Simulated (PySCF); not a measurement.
A structure optimised at r2SCAN-D4/def2-SVP, used in a PySCF frequency run:

```xyz
11

Al     0.1567     0.2040     0.4468
O      1.1890    -0.1377     1.7536
H      1.7184    -0.9359     1.8186
O      0.0346    -0.9103    -0.8269
C     -0.6293    -1.0711    -2.0388
H     -1.2955    -0.2208    -2.2899
H      0.0909    -1.1789    -2.8718
H     -1.2544    -1.9839    -2.0284
N     -0.7469     1.7191     0.4817
H     -0.6859     2.3962     1.2348
H     -1.3950     2.0484    -0.2246
```
Charge 0, spin multiplicity 1.

Write its SMILES and formula.

C[O][Al]([NH2])[OH], CH₆AlNO₂

What are its rotational constants (standard atomic weights)?

5.9860, 2.6748, 1.8706 GHz
